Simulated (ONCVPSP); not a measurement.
## What the settings do to the ONCV potential of Mg

Base potential:

ONCVPSP 4.0.1 input, shortened (lines: element, Z, core and valence counts, functional; n l f; lmax; l rc ep ncon nbas qcut; lloc lpopt rc5 dvloc0; l nproj debl; icmod fcfact rcfact), LDA (Perdew-Wang 92), scalar-relativistic:

```
  Mg 12.00    1    4  -001012      upf
    1    0    2.00
    2    0    2.00
    2    1    6.00
    3    0    1.00
    3    1    1.00
    2
    0    1.15    0.00    3    7    8.70
    1    1.05    0.00    4    9   11.20
    2    1.20    0.42    4    8    7.20
    4    5    0.95    0.00
    0    2    2.60
    1    2    3.70
    2    2    2.40
    2    0.50    0.80
```

All-electron outer shells of the reference configuration (LDA (PZ), scalar-relativistic, ld1.x):

```csv
shell,level (eV),outermost node (bohr),outermost maximum (bohr)
1s,-1255.52,–,0.09
2s,-81.35,0.18,0.55
2p,-48.76,–,0.48
3s,-5.77,0.90,2.44
3p,-2.13,0.95,3.33
```

Cutoffs, loose and tight: the cutoffs (Ha) at which the residual kinetic energy of the hardest occupied pseudo-wave falls to 1 and 0.1 mHa per electron. They do not see the model core or the augmentation charge, which bear on the density cutoff. Test errors are all-electron minus pseudo excitation energies from the reference, over the configurations 2s2 2p6 3s2 3p0; 2s2 2p6 3s1 3p0; 2s2 2p6 3s0 3p0; 2s1 2p6 3s2 3p0. A dash means not determined; rows that change the core or the reference have their own tests.

| change | outcome | cutoff, loose | cutoff, tight | bound ghosts | GHOST(+) flags above zero | largest test error (meV) |
| --- | --- | --- | --- | --- | --- | --- |
| base | generated | 56 Ha | 86 Ha | none | none | -291 |
| s: qcut 6.7; p: qcut 8.7; d: qcut 5.6 | generated | 218 Ha | 258 Ha | none | none | -324 |
| s: qcut 7.8; p: qcut 10; d: qcut 6.4 | generated | 62 Ha | 232 Ha | none | none | -316 |
| s: qcut 9.3; p: qcut 12; d: qcut 7.7 | generated | 61 Ha | 69 Ha | none | none | -271 |
| s: qcut 11.8; p: qcut 15.1; d: qcut 9.7 | generated | 77 Ha | 89 Ha | none | none | -192 |
| s: qcut 12.4; p: qcut 16; d: qcut 10.3 | generated | 82 Ha | 95 Ha | none | none | -170 |

**Question.** What comes out with this change to the base: s: qcut 10.7; p: qcut 13.7; d: qcut 8.8?

**Answer.** outcome: generated; cutoff, loose: 70 Ha; cutoff, tight: 80 Ha; bound ghosts: none; GHOST(+) flags above zero: none; largest test error (meV): -228.

**Question.** What comes out with this change to the base: s: qcut 5.6; p: qcut 7.2; d: qcut 4.7?

**Answer.** outcome: generated; cutoff, loose: 249 Ha; cutoff, tight: 323 Ha; bound ghosts: none; GHOST(+) flags above zero: none; largest test error (meV): -299.

**Question.** What comes out with this change to the base: s: qcut 8.4; p: qcut 10.8; d: qcut 6.9?

**Answer.** outcome: generated; cutoff, loose: 54 Ha; cutoff, tight: 156 Ha; bound ghosts: none; GHOST(+) flags above zero: none; largest test error (meV): -299.
